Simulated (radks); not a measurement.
Values are calculated unless marked as measured or tabulated.
Question: The mean radii <r> (bohr) of the occupied orbitals of an atom or ion are listed with their occupations. Level of theory: scalar-relativistic Kohn-Sham, BLYP, spin-polarised, spherical densities, finite nucleus; Fermi nuclear charge, rms radius of each element as measured or else 0.836 A^(1/3) + 0.57 fm (a radial shooting solver on a logarithmic mesh with Libxc functionals).

| orbital | occ. | <r> |
|---|---|---|
| 1s | 2 | 0.05360 |

Name the element and its charge. Open shells, if any, are filled with parallel spins first.

Answer: Z = 28, nickel, charge +26: Ni26+ in [He]. The 1s radius gives Z: for a bare nucleus <r> = (2 gamma + 1)/(2Z) with gamma = sqrt(1 - (Z/c)^2), 0.05282 bohr for Z = 28, and screening makes it slightly larger (0.05360 here). The occupations add up to 2, and the charge is Z minus that.
